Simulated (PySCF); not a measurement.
## Si (silicon, neutral) across methods

[Ne] 3s1 3p2 4s1, high-spin 5P determinant (an excited configuration). All numbers are calculated (PySCF 2.14, scalar relativity by spin-free X2C-1e, in aug-cc-pVDZ-DK (5s4p2d, 27 functions)). The B2PLYP total includes its PT2 part (frozen core); its orbital energies are those of the SCF part.

| method | E (hartree) | mean ε 3s α (eV) | mean ε 3p α (eV) | mean ε 4s α (eV) | Σ⟨r²⟩ (bohr²) | ⟨S²⟩ |
| --- | --- | --- | --- | --- | --- | --- |
| UHF | -289.13348 | -22.360 | -12.594 | -2.939 | 57.53 | 6.000 |
| BHandHLYP | -289.5998 | -19.005 | -10.328 | -2.225 | 56.94 | 6.000 |
| PBE0 | -289.4852 | -17.540 | -9.484 | -2.106 | 56.88 | 6.000 |
| r2SCAN | -289.5835 | -16.376 | -8.667 | -1.719 | 56.95 | 6.000 |
| PBE | -289.4570 | -15.770 | -8.308 | -1.728 | 56.72 | 6.000 |
| B2PLYP | -289.4780 | -19.169 | -10.444 | -2.267 | 57.05 | 6.000 |
| LDA | -288.4251 | -15.805 | -8.286 | -1.797 | 56.50 | 6.000 |
| MN15 | -289.5643 | -17.491 | -9.511 | -2.109 | 56.31 | 6.000 |
| wB97X-V | -289.5437 | -20.174 | -11.679 | -3.057 | 57.08 | 6.000 |

The outer electron is Rydberg-like, and this basis confines it to a smaller radius and binds it less than a complete one would.
